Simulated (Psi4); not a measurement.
Psi4 input (wB97X-D/6-311+G**):

```
memory 1500 MB

molecule {
-1 1
O    -0.42745500   -0.38307200   -2.09792600
Si   -0.12041200   -0.10791000   -0.59097700
Si   -1.54668900   -1.15758900    1.00586600
Si    2.03003000   -0.76224100    0.20491700
Si   -0.21073900    2.16412800    0.12713500
H    -1.19859700   -0.85319600    2.43001500
H    -1.54170800   -2.65063200    0.91640900
H    -2.98383400   -0.76726400    0.86634900
H     2.25985300   -0.47092100    1.65555100
H     2.29860900   -2.22614800    0.05643200
H     3.15840600   -0.08834000   -0.50910600
H    -1.54942700    2.79925800   -0.07714300
H     0.75249600    3.05369800   -0.59262100
H     0.09317800    2.35868400    1.58034000
symmetry c1
no_reorient
no_com
}

set {
  basis 6-311+G**
  reference rks
  scf_type df
  df_basis_scf def2-universal-jkfit
  dft_radial_points 99
  dft_spherical_points 590
  e_convergence 1e-8
  d_convergence 1e-7
  maxiter 150
}

e = energy('wb97x-d')
print_out(f'\nFINAL {e:.10f} DIPOLE {variable("CURRENT DIPOLE")[0]:.6f} {variable("CURRENT DIPOLE")[1]:.6f} {variable("CURRENT DIPOLE")[2]:.6f}\n')
```

From the output:

```
    One-Electron Energy =               -2555.2313384843382664
    Two-Electron Energy =                 970.1576960408934838
    DFT Exchange-Correlation Energy =     -68.9238990523237476
    Empirical Dispersion Energy =          -0.0072413174793508
    VV10 Nonlocal Energy =                  0.0000000000000000
    Total Energy =                      -1238.6949338071856346

Computation Completed

Properties will be evaluated at   0.000000,   0.000000,   0.000000 [a0]

Properties computed using the SCF density matrix

 Multipole Moments:

 ------------------------------------------------------------------------------------
     Multipole            Electronic (a.u.)      Nuclear  (a.u.)        Total (a.u.)
 ------------------------------------------------------------------------------------

 L = 1.  Multiply by 2.5417464519 to convert [e a0] to [Debye]
 Dipole X            :          0.3067551           -0.0000076            0.3067476
 Dipole Y            :          0.2748914           -0.0000094            0.2748820
 Dipole Z            :          1.5056113           -0.0000151            1.5055962
 Magnitude           :                                                    1.5609209

 ------------------------------------------------------------------------------------

FINAL -1238.6949338072 DIPOLE 0.306748 0.274882 1.505596

*** Psi4 exiting successfully. Buy a developer a beer!
```

The dipole moment of an ion depends on the origin.

The geometry given is a B3LYP-D3(BJ)/def2-TZVP minimum.
